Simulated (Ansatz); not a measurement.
Calculated with Ansatz (gas phase, PBE0-D4/def2-TZVP geometries, no zero-point term in ΔE). CCSD(T)/CBS is the MP2 limit (def2-TZVPP, def2-QZVPP) plus CCSD(T) − MP2 in def2-TZVPP, frozen cores. This one scheme is used for every species. DFT in def2-TZVPP. B3LYP here is the variant with VWN-RPA as its local correlation; programs differ in this. One conformer a species, not always the lowest.

Reaction (formal hydrolysis of the Si–C bond): `CO[SiH](C)C` + H₂O → `CO[SiH](C)O` + CH₄

```tsv
level	ΔE (kJ/mol)
r2SCAN-D4	-117.6
PBE0-D4	-108.4
B3LYP-D4	-117.5
MP2/def2-TZVPP	-115.3
```

(1) What does CCSD(T)/CBS give? (An estimate is asked.)

Largest T1 diagnostic among the species: 0.011.

Answers

(1) Ansatz gave: -112.0 kJ/mol. The listed levels differ from it by -5.6, 3.6, -5.5, -3.3 kJ/mol.

In def2-TZVPP, CCSD(T) changes the Hartree–Fock value by +16.3 kJ/mol (the triples alone add +1.6 kJ/mol) and MP2 by +15.4 kJ/mol. The D4 term adds +4.3 kJ/mol with B3LYP and +2.6 kJ/mol with PBE0; it sums over pairs of atoms, weighted by their polarisabilities, and B3LYP, whose exchange is more repulsive, gets the larger term.
